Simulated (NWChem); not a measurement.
C₅H₄; SMILES C#CC=C=C

```xyz
9

C      0.4584     2.3958     0.0000
C     -0.0814     1.3127     0.0000
C     -0.7564     0.0563     0.0000
C     -0.1437    -1.1115     0.0000
C      0.4510    -2.2714     0.0000
H      0.9500     3.3415     0.0000
H     -1.8479     0.0770     0.0000
H      0.7130    -2.7783     0.9276
H      0.7130    -2.7783    -0.9276
```
Atoms are numbered in this order, from 1.

Level: B3LYP/6-31G* (spherical d) (NWChem), optimised geometry, unscaled harmonic frequencies. 

### Question
List the harmonic frequencies with IR intensities, and the thermochemistry.

### Answer
```
frequency (cm⁻¹)  IR intensity (km/mol)
----------------  ---------------------
142                                 0.9
312                                 6.2
362                                 0.2
368                                 0.8
562                                49.9
606                                 3.8
639                                45.6
647                                 1.0
879                                49.8
888                                18.2
959                                 9.2
1022                                0.2
1152                                1.2
1375                                7.5
1493                                1.7
2059                               41.1
2226                                1.2
3136                                3.3
3141                                5.7
3209                                2.4
3498                               69.2
```

| Property | Value |
|---|---|
| zero-point energy | 41.0 kcal/mol |
| thermal correction to the enthalpy at 298.15 K (with zero-point energy) | 45.0 kcal/mol |
| heat capacity Cv | 18.9 cal/(mol K) |
| entropy at 298.15 K and 1 atm (symmetry number 1) | 72.1 cal/(mol K) |
| dipole moment | 0.63 D |

Rigid rotor and harmonic oscillator.
